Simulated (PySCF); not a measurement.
# Excitation energy of Cl⁺ by level of theory

Cl⁺ [Ne] 3s2 3p4 (3P) → Cl⁺ [Ne] 3s2 3p3 4s1 (5S), as a difference of total energies. Computed with PySCF 2.14 in aug-cc-pCVTZ-DK (8s7p5d3f, 75 functions), with the spin-free X2C one-electron Hamiltonian (Gaussian nucleus). Correlated levels: nothing frozen. The calculations carry no spin-orbit coupling.

| method | excitation energy (eV) |
| --- | --- |
| UHF | 12.625 |
| MP2 (all electrons) | 13.018 |
| SCS-MP2 (all electrons) | 13.239 |
| CCSD (all electrons) | 13.152 |
| CCSD(T) (all electrons) | 13.148 |

Question: How much does correlation contribute at CCSD(T) (all electrons)?

Answer: 13.148 − (12.625) = 0.523 eV, measured against UHF.

Errors of the correlated levels include the incompleteness of this basis.

For comparison: 13.333 eV (measured; NIST levels, between the centres of gravity of the two terms).
